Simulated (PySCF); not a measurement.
**Assignment exercise: C$_{9}$H$_{11}$N**

Atom-mapped SMILES (the numbers label the heavy atoms): `[CH:1]#[C:2][C@H:3]([CH3:4])[c:5]1[cH:6][cH:7][cH:8][n:9]1[CH3:10]`. Each H is labelled by its parent atom.

- GFN2-xTB structure
- GIAO PBE0/pcSseg-1 shieldings
- run in PySCF
- relativity neglected, gas phase, rapidly exchanging positions averaged, one conformer

References, each an isolated molecule treated in the same way: $^{13}$C and $^{1}$H vs TMS.

**Question.** Assign these signals to the numbered atoms. $^{13}$C{$^{1}$H} NMR (computed): δ 134.6 (C), 125.2 (CH), 112.3 (CH), 110.3 (CH), 91.5 (C), 75.5 (CH), 34.7 (CH3), 25.7 (CH), 20.9 (CH3).

**Answer.** 
| δ (ppm) | atoms | environment | reason |
| --- | --- | --- | --- |
| 134.6 | C5 | substituted aromatic carbon next to a ring nitrogen | – |
| 125.2 | C8 | aromatic CH next to a ring nitrogen | – |
| 112.3 | C7 | aromatic CH | – |
| 110.3 | C6 | aromatic CH | – |
| 91.5 | C2 | alkyne carbon | the triple bond shields along its axis, which puts it between sp3 and sp2 carbons |
| 75.5 | C1 | terminal alkyne carbon | sp carbons lie upfield of alkene carbons because the cylindrical π system leaves one tensor component strongly shielded |
| 34.7 | C10 | methyl carbon bonded to N | pulled downfield by the heteroatom |
| 25.7 | C3 | sp3 CH on an aromatic ring | saturated and bonded to C and H only |
| 20.9 | C4 | methyl carbon | a saturated carbon with 1 carbon neighbour and no heteroatom attached |

**Question.** Assign these signals to the numbered atoms. $^{1}$H NMR (300 MHz, computed): δ 6.51 (m, 1H), 6.26 (m, 1H), 6.18 (m, 1H), 3.88 (s, 3H), 3.61 (m, 1H), 1.69 (d, 3H), 1.59 (d, 1H).

**Answer.** 
| δ (ppm) | atoms | environment | reason |
| --- | --- | --- | --- |
| 6.51 | H(C8) | hydrogen on an aromatic CH next to a ring nitrogen | the ring current deshields protons in the ring plane |
| 6.26 | H(C7) | hydrogen on an aromatic CH | it sits in the deshielding region of the aromatic ring current |
| 6.18 | H(C6) | hydrogen on an aromatic CH | – |
| 3.88 | H(C10) | hydrogen on a methyl carbon bonded to N | its carbon carries N, which withdraws density |
| 3.61 | H(C3) | hydrogen on an sp3 CH on an aromatic ring | – |
| 1.69 | H(C4) | hydrogen on a methyl carbon | – |
| 1.59 | H(C1) | hydrogen on a terminal alkyne carbon | it lies on the axis of the triple bond, in its shielding cone |

H(C7) and H(C6); H(C4) and H(C1) lie closer than the usual error of such a calculation, so a measured spectrum could show them in the other order.

Shifts are as computed. Against solution values, carbons near 30 ppm lie about +3 ppm off and those near 130 ppm about +5 ppm. Of 1211 compounds with measured shifts, 218 miss one by over three times the rms of a fit or turn the order of signals round; such compounds aren't used in these exercises. Multiplicities follow the n + 1 count of equivalent neighbours, as no J values were calculated; m marks all less simple cases, F and P coupling included.
